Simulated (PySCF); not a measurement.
Species: C2H8GeOSi.
SMILES: `C=[CH][GeH2][O][SiH3]`

A linear-response calculation (PySCF, def2-SVPD basis, gas phase, vertical, core orbitals frozen in the response) gave these numbers; the functional is withheld.

Orbital energies (eV): HOMO-3 -9.13, HOMO-2 -8.56, HOMO-1 -8.45, HOMO -8.05, LUMO -0.68, LUMO+1 -0.21, LUMO+2 0.54.

```
state  E (eV)       f  main configurations (H = HOMO, L = LUMO)
   S1    6.47  0.0027                  H-2→L (67%), H-3→L (28%)
   S2    6.58  0.0012                H→L+1 (81%), H-1→L+1 (12%)
   S3    6.66   0.040                    H→L (63%), H-1→L (30%)
   S4    6.92  0.0041                H-1→L+1 (82%), H→L+1 (11%)
   S5    7.03   0.022                             H-2→L+1 (93%)
   S6    7.18   0.346                    H-1→L (61%), H→L (29%)
```

Triplets, Tamm–Dancoff:

| state | E (eV) | λ (nm) | main configurations (H = HOMO, L = LUMO) |
| --- | --- | --- | --- |
| T1 | 4.16 | 298.1 | H→L (75%), H-1→L (18%) |
| T2 | 5.92 | 209.5 | H-2→L (56%), H-3→L (40%) |
| T3 | 6.29 | 197.1 | H→L+1 (62%), H-1→L+1 (32%) |
| T4 | 6.59 | 188.1 | H-1→L (68%), H→L (22%) |

Vertical ionisation energy by ΔSCF with the same functional: 9.83 eV. Mean static polarisability: 85.9 au.

Task: Which of these was used?
A. HF
B. PBE
C. PBE0
D. CAM-B3LYP

Result: C. PBE0 is a global hybrid with 25% exact exchange. In this run −ε(HOMO) = 8.05 eV differs from the ΔSCF value by -1.78 eV, and S1 differs from the orbital gap of 7.37 eV by -0.90 eV. The ratio −ε(HOMO)/IP is 0.82. Usual ranges for neutral molecules in this basis: 0.7 to 0.83 with PBE0, 0.5 to 0.7 with PBE, 0.85 to 0.93 with CAM-B3LYP; with Hartree–Fock the ratio is 1 or more (Koopmans' value less the relaxation energy is the ΔSCF value).

Level of theory: TDDFT PBE0/def2-SVPD, vertical, gas phase, core orbitals frozen in the response (PySCF). The structure is a single PBE0-D3(BJ)/def2-SVP conformer in the gas phase; no vibrational or solvent corrections. The PBE0/def2-SVPD calculation is non-relativistic and has no spin–orbit coupling, an omission that weighs most on germanium.

Hardware: one thread, Arm Neoverse V1 (aarch64) (shared host). Cost: 2.5 min, 0.89 GiB resident at most.

The values belong to the conformer `[CH2:1]=[CH:2][GeH2:3][O:4][SiH3:5]`: C1–C2–Ge3–O4 -179°, C2–Ge3–O4–Si5 178°.
